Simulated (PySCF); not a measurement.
Spinor energies of Zr³⁺ (zirconium, charge +3)

Start: [Kr] 4d1; 4d5/2 filled at m_j = +5/2. Calculated with PySCF 2.14 in x2c-TZVPall-2c: generalised Hartree-Fock with the X2C-1e Hamiltonian and a Gaussian nucleus; one run each with spin-orbit coupling (SO) screened by Boettger's factors, then bare. This is a chosen level, not necessarily the ground level.

```json
{"spinor shell": "1s1/2", "electrons": "2", "ε, screened SO (eV)": "-18125.0", "ε, bare SO (eV)": "-18124.9", "weight of nominal j (bare SO)": "1.000", "rms radius, bare SO (bohr)": "0.0426"}
{"spinor shell": "2s1/2", "electrons": "2", "ε, screened SO (eV)": "-2607.3", "ε, bare SO (eV)": "-2607.3", "weight of nominal j (bare SO)": "1.000", "rms radius, bare SO (bohr)": "0.176"}
{"spinor shell": "2p1/2", "electrons": "2", "ε, screened SO (eV)": "-2381.3", "ε, bare SO (eV)": "-2384.6", "weight of nominal j (bare SO)": "1.000", "rms radius, bare SO (bohr)": "0.154"}
{"spinor shell": "2p3/2", "electrons": "4", "ε, screened SO (eV)": "-2294.2", "ε, bare SO (eV)": "-2292.8", "weight of nominal j (bare SO)": "1.000", "rms radius, bare SO (bohr)": "0.158"}
{"spinor shell": "3s1/2", "electrons": "2", "ε, screened SO (eV)": "-481.72", "ε, bare SO (eV)": "-481.73", "weight of nominal j (bare SO)": "1.000", "rms radius, bare SO (bohr)": "0.488"}
{"spinor shell": "3p1/2", "electrons": "2", "ε, screened SO (eV)": "-395.94", "ε, bare SO (eV)": "-396.49", "weight of nominal j (bare SO)": "1.000", "rms radius, bare SO (bohr)": "0.488"}
{"spinor shell": "3p3/2", "electrons": "4", "ε, screened SO (eV)": "-381.47", "ε, bare SO (eV)": "-381.23", "weight of nominal j (bare SO)": "1.000", "rms radius, bare SO (bohr)": "0.499"}
{"spinor shell": "3d3/2", "electrons": "4", "ε, screened SO (eV)": "-230.33", "ε, bare SO (eV)": "-230.86", "weight of nominal j (bare SO)": "0.999", "rms radius, bare SO (bohr)": "0.493"}
{"spinor shell": "3d5/2", "electrons": "6", "ε, screened SO (eV)": "-227.88", "ε, bare SO (eV)": "-227.55", "weight of nominal j (bare SO)": "0.999", "rms radius, bare SO (bohr)": "0.497"}
{"spinor shell": "4s1/2", "electrons": "2", "ε, screened SO (eV)": "-95.058", "ε, bare SO (eV)": "-95.063", "weight of nominal j (bare SO)": "1.000", "rms radius, bare SO (bohr)": "1.29"}
{"spinor shell": "4p3/2", "electrons": "4", "ε, screened SO (eV)": "-66.737", "ε, bare SO (eV)": "-66.713", "weight of nominal j (bare SO)": "0.966", "rms radius, bare SO (bohr)": "1.45"}
{"spinor shell": "4p1/2", "electrons": "2", "ε, screened SO (eV)": "-68.287", "ε, bare SO (eV)": "-68.358", "weight of nominal j (bare SO)": "0.933", "rms radius, bare SO (bohr)": "1.42"}
{"spinor shell": "4d5/2", "electrons": "1", "ε, screened SO (eV)": "-33.740", "ε, bare SO (eV)": "-33.715", "weight of nominal j (bare SO)": "1.000", "rms radius, bare SO (bohr)": "1.99"}
```

```
   quantity  screened SO      bare SO
E (hartree)  -3594.88599  -3594.92478
        M_J          5/2          5/2
       ⟨J²⟩        8.754        8.754
       ⟨L²⟩        6.011        6.012
       ⟨S²⟩        0.758        0.759
```

Each row is a mean over spinors that exchange with the open shell spreads, by up to 3.704 eV (4p3/2).

Breit and QED terms are absent; they matter most for the inner s and p1/2 levels.

Densities and radii are taken from the X2C orbitals without a picture-change correction, which distorts them close to the nucleus.
